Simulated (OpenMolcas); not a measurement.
## Mo4+: ligand-field states by method

Mo4+ with 3 ligands (fluoride) in trigonal planar coordination (D3h) at 1.77 Å. Ligand basis ANO-RCC-VDZP.
```
Mo    0.0000    0.0000    0.0000
F     1.7700    0.0000    0.0000
F    -0.8850    1.5329    0.0000
F    -0.8850   -1.5329    0.0000
```

- Program: OpenMolcas
- Basis: ANO-RCC-VDZP [6s5p3d1f]
- Scalar Hamiltonian: DKH2, point nucleus
- Active space: 2 electrons in 5 orbitals (4d)
- State averaging: 2S+1 = 3 even, 10 roots; 2S+1 = 1 even, 15 roots
- Spin-orbit coupling: state interaction with AMFI integrals over the reference wave functions

I. CASSCF
II. SS-CASPT2, IPEA 0.25 Eh, imaginary shift 0.1 Eh (closed shells correlated: 4s 4p and the ligand valence shells)

Spin-free states (labels of D3, the rotations of D3h) in cm-1, each column counted from its own energy of the first state listed:

```json
{"State": "2S+1 = 3", "Degeneracy": "1", "I": "0", "II": "0"}
{"State": "3E", "Degeneracy": "2", "I": "1058", "II": "-2470"}
{"State": "2S+1 = 1", "Degeneracy": "1", "I": "8780", "II": "1150"}
{"State": "1E", "Degeneracy": "2", "I": "9462", "II": "3530"}
{"State": "1E", "Degeneracy": "2", "I": "10055", "II": "6720"}
{"State": "2S+1 = 1", "Degeneracy": "1", "I": "20886", "II": "13880"}
{"State": "3E", "Degeneracy": "2", "I": "23286", "II": "21190"}
```

II puts a state of multiplicity 3 lowest, 2500 cm-1 below that state.

From I to II, I's first state of the same spin (3E) moves from 1058 to -2470 cm-1, by about -3500 cm-1.

From I to II, I's first state of another spin (2S+1 = 1) moves from 8780 to 1150 cm-1, by about -7600 cm-1.

χT at 300 K: I 0.27, II 0.32 cm3 K/mol.

Roots that are degenerate in the reference are averaged as groups; the widest CASPT2 spread within a group is 140 cm-1 (the 2-fold group of multiplicity 1 near 28800 cm-1 above the lowest state of its run, II). Shifts and gaps below about the spread of the groups concerned are not significant. The least metal-like active orbital is 71 % on the metal (Löwdin) and no ligand orbital is active, so the numbers are rough. Ligand-to-metal charge-transfer states are missing. With no ligand orbital active B as a rule stays too high, so bands that hang on it stand too high and its fall with covalency is understated. Spin-orbit coupling mixes the spin-free states strongly: the lowest level takes only 65 % from its leading state, an unlabelled state of the same spin as most of the rest (holds for I). Without dynamic correlation the repulsion within the d shell is too large (B by tens of per cent), so at a given field states of lower spin stand too high (holds for I). With metal d orbitals alone the field can be off either way by tens of per cent (holds for I). An orbital doublet at a regular site is open to a Jahn-Teller distortion, which this geometry leaves out (holds for II). No measured value stands beside these numbers; the geometry is a model, was not optimised and need not be the one that this ion takes.

A state without a sure symmetry label is named by its multiplicity alone.
